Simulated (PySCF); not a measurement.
Spectrum to structure. The calculation used TDDFT CAM-B3LYP/def2-SVPD, vertical, gas phase, core orbitals frozen in the response in PySCF 2.14.0, density-fitted response routines. Geometries: PBE0-D3(BJ)/def2-SVP, one conformer each.

```tsv
state	E (eV)	f	main configurations (H = HOMO, L = LUMO)
S1	2.54	0.0000	H→L (99%)
S2	5.50	0.195	H-1→L (96%)
S3	6.21	0.035	H-2→L (96%)
S4	6.24	0.0047	H-6→L (45%), H-4→L (27%), H-5→L (24%)
S5	6.30	0.064	H→L+1 (70%), H→L+3 (18%)
S6	6.53	0.0016	H-4→L (61%), H-6→L (18%), H-5→L (9%)
S7	6.64	0.107	H-3→L (92%)
S8	6.75	0.0036	H→L+5 (51%), H→L+2 (26%)
S9	7.23	0.026	H→L+3 (41%), H→L+6 (17%), H→L+1 (13%)
S10	7.26	0.0015	H→L+4 (77%), H→L+9 (14%)
```

Orbital energies (eV): HOMO-3 -10.69, HOMO-2 -10.12, HOMO-1 -9.63, HOMO -8.12, LUMO -1.32, LUMO+1 0.79, LUMO+2 1.31.

Problem. Which structure fits?
A. `CC(=S)C1COBOC1`
B. `CC(C)Oc1cscc1`
C. `C=C[C@@H]1C=C[S@@](=O)CC1`

Solution. A. Its S1, at 2.54 eV, is the lowest among the candidates; the nearest of the others has S1 at 4.93 eV. S1 is HOMO→LUMO (99%). S1 has the pattern of n→π* at C=S. At the same level the other candidates give, for their lowest levels:
- `C=C[C@@H]1C=C[S@@](=O)CC1`: 4.93 eV (f 0.029); 5.86 eV (f 0.010); 5.91 eV (f 0.054); 6.49 eV (f 0.006); 6.68 eV (f 0.267); T1 4.02 eV; HOMO -7.99, LUMO 0.12 eV
- `CC(C)Oc1ccsc1`: 5.19 eV (f 0.105); 5.71 eV (f 0.003); 5.97 eV (f 0.095); 6.10 eV (f 0.005); 6.45 eV (f 0.004); T1 3.51 eV; HOMO -7.36, LUMO 0.72 eV
Triplets come from the Tamm–Dancoff approximation.
